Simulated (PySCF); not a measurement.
# Vertical excitation energies

C5H12Si2.
SMILES: `[SiH3]C[SiH]1CC=CC1`

The calculation used TDDFT B3LYP/def2-SVPD, vertical, gas phase, core orbitals frozen in the response in PySCF. Isolated species at its PBE0-D3(BJ)/def2-SVP geometry (one conformer only).

| state | E (eV) | λ (nm) | ν̃ (cm⁻¹) | f | main configurations (H = HOMO, L = LUMO) |
| --- | --- | --- | --- | --- | --- |
| S1 | 6.27 | 197.7 | 50590 | 0.0018 | H→L (36%), H→L+1 (33%), H→L+3 (18%) |
| S2 | 6.53 | 189.9 | 52670 | 0.0060 | H→L+2 (52%), H→L+1 (32%), H→L+3 (13%) |
| S3 | 6.59 | 188.1 | 53170 | 0.020 | H→L+3 (56%), H→L (22%), H→L+2 (12%) |
| S4 | 6.86 | 180.7 | 55350 | 0.089 | H→L (29%), H→L+1 (22%), H→L+2 (21%) |
| S5 | 6.91 | 179.5 | 55700 | 0.0047 | H-1→L (60%), H-1→L+1 (31%) |
| S6 | 7.13 | 174.0 | 57490 | 0.031 | H→L+4 (70%), H→L+5 (10%) |
| S7 | 7.23 | 171.4 | 58340 | 0.0034 | H→L+6 (83%), H→L+7 (11%) |
| S8 | 7.28 | 170.2 | 58740 | 0.018 | H-1→L+1 (59%), H-1→L (34%) |
| S9 | 7.34 | 169.0 | 59180 | 0.0037 | H→L+5 (74%), H→L+4 (12%) |
| S10 | 7.36 | 168.5 | 59350 | 0.0011 | H-2→L (64%), H-2→L+1 (24%) |

Triplets (Tamm–Dancoff): T1 4.33 eV, H→L (54%), H→L+1 (37%); T2 6.19 eV, H→L+1 (32%), H→L (26%), H→L+3 (25%); T3 6.48 eV, H→L+2 (33%), H→L+1 (28%), H→L+3 (25%); T4 6.57 eV, H→L+2 (45%), H→L+3 (41%).

The lowest singlet lies at 6.27 eV (198 nm, vacuum ultraviolet) and is very weak; its leading configuration is HOMO→LUMO (36%). The most intense listed level is S4 at 6.86 eV (181 nm, f = 0.089), 0.59 eV above S1. Löwdin shares by element: HOMO carbon 82% or more (atoms not listed hold the other 18%); LUMO carbon 37% or more, silicon 18% (atoms not listed hold the other 45%). Orbital energies (eV): HOMO-3 -8.68, HOMO-2 -8.24, HOMO-1 -7.89, HOMO -6.84, LUMO 0.16, LUMO+1 0.22, LUMO+2 0.49. Of the 10 states listed, 4 reach f = 0.01 and none stays under 0.0005. Weighted by f, the mean energy of these states is 6.92 eV. The vertical ionisation energy (ΔSCF) is 8.99 eV, 1.64 eV above S10. Singlets were solved by full linear response, triplets in the Tamm–Dancoff approximation.
